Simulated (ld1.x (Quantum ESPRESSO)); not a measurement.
# How hard is this cobalt (Co) PAW potential?

```json
{
  "Element": "Co",
  "Generator": "ld1.x (Quantum ESPRESSO) 7.5",
  "Type": "PAW",
  "Functional": "BP86",
  "Relativity": "scalar-relativistic",
  "Frozen core": "[Ar]",
  "Valence charge": "9",
  "Reference configuration": "3d7 4s2 4p0",
  "Partial waves": "4s (bound): rcut 2.05, rcutus 2.75 bohr; 4s channel at 2.3 Ry: rcut 2.05, rcutus 2.75 bohr; 4p (bound, empty): rcut 0.90, rcutus 1.05 bohr; 4p channel at 4.05 Ry: rcut 0.90, rcutus 1.05 bohr; 3d (bound): rcut 1.40, rcutus 1.60 bohr; 3d channel at 3.25 Ry: rcut 1.40, rcutus 1.60 bohr",
  "Local potential": "all-electron potential smoothed inside 2.30 bohr (lloc = -1)",
  "Core correction": "Bessel-smoothed model core inside 1.10 bohr",
  "Augmentation charge": "PSQ, inside the norm-conserving radii"
}
```

The pseudo-atom Hamiltonian at the reference potential is diagonalised in spherical Bessel functions j_l(qr) that vanish at 20 bohr, with q² up to the cutoff. All-electron valence levels (Ry): 4s -0.4147, 4p -0.1008, 3d -0.6136.

Problem. How do the lowest levels (Ry) of each channel move with the cutoff, and are there ghosts?

Solution.

| cutoff (Ry) | s #1 | s #2 | p #1 | p #2 | d #1 | d #2 | f #1 | Σ f·Δε (mRy) |
| --- | --- | --- | --- | --- | --- | --- | --- | --- |
| 8 | -0.4147 | 0.0008 | -1.5311 | -0.0151 | 0.0553 | 0.1414 | 0.1070 | 4682.0 |
| 12 | -0.4147 | 0.0008 | -2.4783 | -0.0404 | 0.0552 | 0.1412 | 0.1070 | 4681.7 |
| 21 | -0.4147 | 0.0008 | -3.7746 | -0.0747 | 0.0494 | 0.1085 | 0.1070 | 4640.8 |
| 30 | -0.4147 | 0.0008 | -4.1911 | -0.0892 | -0.5610 | 0.0575 | 0.1070 | 368.3 |
| 40 | -0.4147 | 0.0008 | -4.2574 | -0.0952 | -0.6127 | 0.0573 | 0.1070 | 6.5 |
| 50 | -0.4147 | 0.0008 | -4.2612 | -0.0983 | -0.6130 | 0.0573 | 0.1070 | 4.3 |
| 70 | -0.4147 | 0.0008 | -4.3448 | -0.1003 | -0.6135 | 0.0573 | 0.1070 | 0.5 |
| 90 | -0.4147 | 0.0008 | -4.4657 | -0.1007 | -0.6136 | 0.0573 | 0.1070 | 0.3 |
| 400 | -0.4147 | 0.0008 | -4.5265 | -0.1008 | -0.6136 | 0.0573 | 0.1070 | 0.0 |

Result: ghost state, extra bound levels that the all-electron valence spectrum of the same l lacks: p at -61.6 eV (a true bound ghost makes a file unfit for plane-wave use); 10 mRy is reached at 40 Ry and 1 mRy at 70 Ry.

3 of 7 tests not solved or not reliable.
